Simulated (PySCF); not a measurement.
Cl3HOTi, charge +1, multiplicity 2. Atoms are numbered in the order given.

```xyz
6

Ti     0.0000     0.0000     0.3532
Cl    -1.7400    -1.0046    -0.5313
Cl     0.0000     2.0092    -0.5313
Cl     1.7400    -1.0046    -0.5313
O      0.0000     0.0000     2.0393
H      0.0000     0.0000     3.0121
```
Charge +1, spin multiplicity 2.

Coordinates come from a PBE0-D3(BJ)/def2-SVP optimisation. The geometry has at least one imaginary mode, so it is a saddle point at that level. The spin state was assumed, not searched. The isomer is the one that the SMILES or the coordinates give; other isomers of the formula were not compared. Other conformers were not sampled.

Method: PySCF with TDA-PBE0/def2-SVPD.

Vertical excitations; the highest root listed may be one member of a degenerate set. Isolated molecule, no solvent.

```json
[
 {"state": "root 1", "energy (eV)": "0.33", "λ (nm)": "3773", "f": "0.001", "main pairs": "β HOMO→LUMO, β HOMO−3→LUMO (degenerate set)"},
 {"state": "root 2", "energy (eV)": "0.33", "λ (nm)": "3772", "f": "0.001", "main pairs": "β HOMO−1→LUMO, β HOMO−2→LUMO (degenerate set)"},
 {"state": "root 3", "energy (eV)": "1.10", "λ (nm)": "1127", "f": "0.000", "main pairs": "β HOMO−4→LUMO 99 %"},
 {"state": "root 4", "energy (eV)": "1.64", "λ (nm)": "755", "f": "0.039", "main pairs": "β HOMO−2→LUMO, β HOMO−6→LUMO (degenerate set)"},
 {"state": "root 5", "energy (eV)": "1.64", "λ (nm)": "755", "f": "0.039", "main pairs": "β HOMO−3→LUMO, β HOMO−5→LUMO (degenerate set)"},
 {"state": "root 6", "energy (eV)": "1.86", "λ (nm)": "668", "f": "0.031", "main pairs": "β HOMO−6→LUMO, β HOMO−2→LUMO (degenerate set)"},
 {"state": "root 7", "energy (eV)": "1.86", "λ (nm)": "668", "f": "0.031", "main pairs": "β HOMO−5→LUMO, β HOMO−3→LUMO (degenerate set)"},
 {"state": "root 8", "energy (eV)": "2.08", "λ (nm)": "595", "f": "0.000", "main pairs": "β HOMO−7→LUMO 99 %"},
 {"state": "root 9", "energy (eV)": "2.76", "λ (nm)": "450", "f": "0.002", "main pairs": "β HOMO−8→LUMO (degenerate set)"},
 {"state": "root 10", "energy (eV)": "2.76", "λ (nm)": "450", "f": "0.002", "main pairs": "β HOMO−9→LUMO (degenerate set)"}
]
```
Unrestricted roots are not spin-pure.
